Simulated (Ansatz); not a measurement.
Cost and result for the atomization energy of C2H5BOSe (10 atoms, 9 bonds).

```xyz
10

C    -1.147    0.467    0.263
B     0.444    0.348    0.175
C     1.002    0.083   -1.236
O     1.449   -0.127   -2.251
Se    1.349   -1.285    1.067
H    -1.424    0.576    1.314
H    -1.664   -0.416   -0.122
H    -1.528    1.342   -0.272
H     1.096    1.304    0.537
H     0.424   -2.291    0.525
```

The species carries charge 0 and has multiplicity 1. Correlated methods include outer-core shells of Se, which these sets cover unevenly. Scalar relativity is left out up to krypton. The bonds changed during the relaxation, so this is another structure than the one it started from. Geometry: relaxed with PBE0-D4/def2-TZVP. It is one conformer, not always the lowest. Program: Ansatz. All runs use 4 threads of an Arm Neoverse V2 on a shared host. Times are those of one run each, without the atoms' runs, and a repeat can differ threefold. Electronic energies, without spin–orbit coupling; frozen cores. CCSD(T)/CBS adds CCSD(T) − MP2 in def2-TZVPP to the MP2 limit, and its time is that of the two runs behind it. T1 = 0.013. With those shells the extrapolation isn't a true limit. B3LYP takes the VWN-RPA correlation (the form of Gaussian; ORCA's B3LYP/G).

CCSD(T)/CBS is a level of theory with its own doubt, some kJ/mol a heavy atom from the limit and from the frozen cores, so smaller differences don't rank the functionals.

| level | functions | wall time |
| --- | --- | --- |
| PBE-D4/def2-TZVPP (with forces) | 242 | 2 s |
| PBE0-D4/def2-TZVPP | 242 | 2.4 s |
| B3LYP-D4/def2-TZVPP (with forces) | 242 | 3.7 s |
| r2SCAN-D4/def2-TZVPP (with forces) | 242 | 3.8 s |
| B2PLYP/def2-TZVPP | 242 | 4.7 s |
| ωB97X-V/def2-TZVPP | 242 | 6.5 s |
| ωB97M-V/def2-TZVPP (with forces) | 242 | 9.5 s |
| MP2/def2-QZVPP | 467 | 19 s |
| CCSD(T)/def2-TZVPP | 242 | 2.6 min |
| CCSD(T)/CBS(def2) | – | 2.9 min |

Q: What atomization energy does each give, and how far from CCSD(T)/CBS? (Estimate.)

A: Ansatz gave: 
| level | atomization (kJ/mol) | difference from CCSD(T)/CBS | per bond |
| --- | --- | --- | --- |
| PBE-D4/def2-TZVPP (with forces) | 4011.6 | 139.8 | 15.5 |
| PBE0-D4/def2-TZVPP | 3911.3 | 39.5 | 4.4 |
| B3LYP-D4/def2-TZVPP (with forces) | 3885.7 | 13.9 | 1.5 |
| r2SCAN-D4/def2-TZVPP (with forces) | 3922.2 | 50.4 | 5.6 |
| B2PLYP/def2-TZVPP | 3847.7 | -24.1 | -2.7 |
| ωB97X-V/def2-TZVPP | 3879.2 | 7.4 | 0.8 |
| ωB97M-V/def2-TZVPP (with forces) | 3887.3 | 15.5 | 1.7 |
| MP2/def2-QZVPP | 3926.3 | 54.5 | 6.1 |
| CCSD(T)/def2-TZVPP | 3780.3 | -91.5 | -10.2 |
| CCSD(T)/CBS(def2) | 3871.8 | 0.0 | 0.0 |

From PBE to PBE0 (25 % exact exchange), in def2-TZVPP and without D4, the atomization energy moves by −97.0 kJ/mol: exact exchange takes away binding that semilocal exchange gives to molecules. The D4 term adds +35.3 kJ/mol with B3LYP and +18.5 kJ/mol with PBE0; it sums over pairs of atoms, weighted by their polarisabilities, and B3LYP, whose exchange is more repulsive, gets the larger term. In def2-TZVPP, CCSD(T) changes the Hartree–Fock value by +989.2 kJ/mol (the triples alone add +74.7 kJ/mol) and MP2 by +1081.9 kJ/mol; breaking electron pairs costs correlation energy, which Hartree–Fock lacks.
